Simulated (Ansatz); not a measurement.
CH7NSSi (`[SiH3]NCS`), relaxed with RKS PBE-D4/def2-SVP in Ansatz from a rough embedded geometry. The force threshold is 0.03 eV/Å; the program also tests the step.

The species carries charge 0 and has multiplicity 1.

Start:

```xyz
11

Si   -1.261   -0.524   -1.090
N     0.263   -0.359   -0.465
C     0.579    0.525    0.607
S     2.243    0.306    1.182
H    -1.755    0.822   -1.553
H    -1.171   -1.453   -2.315
H    -2.166   -1.112   -0.090
H     0.610   -1.256   -0.224
H     0.412    1.535    0.368
H    -0.070    0.297    1.522
H     2.317    1.219    2.057
```

| step | energy (eV) | largest force (eV/Å) | largest move (Å) |
| --- | --- | --- | --- |
| 1 | -21333.4157 | 3.555 | 0.000 |
| 2 | -21333.9580 | 1.595 | 0.143 |
| 3 | -21334.0579 | 1.276 | 0.195 |
| 4 | -21334.1096 | 0.316 | 0.060 |
| 5 | -21334.1350 | 0.433 | 0.200 |
| 6 | -21334.1561 | 0.247 | 0.071 |
| 7 | -21334.1684 | 0.189 | 0.122 |
| 8 (rejected) | -21334.0585 | 1.757 | 0.166 |
| 9 | -21334.1790 | 0.144 | 0.081 |
| 10 | -21334.1837 | 0.087 | 0.078 |
| 11 | -21334.1872 | 0.121 | 0.146 |
| 13 | -21334.1910 | 0.058 | 0.072 |
| 15 | -21334.1945 | 0.106 | 0.036 |
| 17 | -21334.1992 | 0.174 | 0.197 |
| 19 | -21334.2071 | 0.089 | 0.135 |
| 21 | -21334.2153 | 0.113 | 0.026 |
| 23 | -21334.2249 | 0.079 | 0.038 |
| 25 | -21334.2269 | 0.203 | 0.159 |
| 27 | -21334.2316 | 0.033 | 0.083 |
| 29 | -21334.2328 | 0.045 | 0.075 |
| 30 | -21334.2331 | 0.026 | 0.011 |

End:

```xyz
11

Si   -1.095   -0.373   -1.264
N     0.019   -0.817    0.024
C     0.461    0.088    1.037
S     1.777    1.271    0.391
H    -0.531    0.482   -2.374
H    -1.583   -1.659   -1.872
H    -2.224    0.384   -0.617
H     0.702   -1.550   -0.192
H    -0.395    0.695    1.398
H     0.888   -0.460    1.903
H     1.981    1.938    1.565
```

Hardware: 4 threads of an Arm Neoverse V2 on a shared host. Wall time 27 s, peak host memory 0.16 GiB.
